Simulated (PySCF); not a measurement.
In (indium, neutral): UHF calculation

Configuration: [Kr] 4d10 5s2 5p1, 2P determinant. All numbers are calculated (PySCF 2.14, the spin-free X2C one-electron Hamiltonian (Gaussian nucleus), in x2c-TZVPall).

```json
{
  "Total energy": "-5878.240739 hartree",
  "One-electron energy": "-8093.3449 hartree",
  "Hartree (Coulomb) energy": "2373.7869 hartree",
  "Exchange energy": "-158.6827 hartree",
  "⟨S²⟩": "0.7628",
  "⟨L²⟩": "2.038",
  "Sum of ⟨r⟩": "35.10 bohr",
  "Sum of ⟨r²⟩": "59.28 bohr²",
  "Traceless quadrupole moment −½Σ⟨3z² − r²⟩ along its main axis": "-6.57 e·bohr²",
  "Langevin diamagnetic susceptibility": "-46.9 ×10⁻⁶ cm³/mol",
  "Time after the integrals": "0.29 s of wall time on 1 thread of Neoverse-V2 (shared host)"
}
```

| shell | electrons | mean orbital energy (eV) | spread (eV) | rms radius, mean of both spins (bohr) |
| --- | --- | --- | --- | --- |
| 1s α | 1 | -28080.4 | 0 | 0.0340 |
| 1s β | 1 | -28080.4 | 0 | 0.0340 |
| 2s β | 1 | -4295.1 | 0 | 0.139 |
| 2s α | 1 | -4295.1 | 0 | 0.139 |
| 2p α | 3 | -3850.3 | 0.003 | 0.124 |
| 2p β | 3 | -3850.3 | 0.034 | 0.124 |
| 3s α | 1 | -854.07 | 0 | 0.371 |
| 3s β | 1 | -854.06 | 0 | 0.371 |
| 3p α | 3 | -704.46 | 0.020 | 0.372 |
| 3p β | 3 | -704.43 | 0.121 | 0.372 |
| 3d β | 5 | -471.72 | 0.100 | 0.352 |
| 3d α | 5 | -471.72 | 0.078 | 0.352 |
| 4s α | 1 | -144.31 | 0 | 0.907 |
| 4s β | 1 | -144.29 | 0 | 0.907 |
| 4p α | 3 | -97.362 | 0.068 | 0.991 |
| 4p β | 3 | -97.328 | 0.301 | 0.991 |
| 4d α | 5 | -27.495 | 0.253 | 1.28 |
| 4d β | 5 | -27.451 | 0.372 | 1.28 |
| 5s α | 1 | -11.549 | 0 | 2.92 |
| 5s β | 1 | -10.036 | 0 | 2.92 |
| 5p α | 1 | -5.457 | 0 | 3.99 |

Densities and radii are taken from the X2C orbitals without a picture-change correction, which distorts them close to the nucleus.
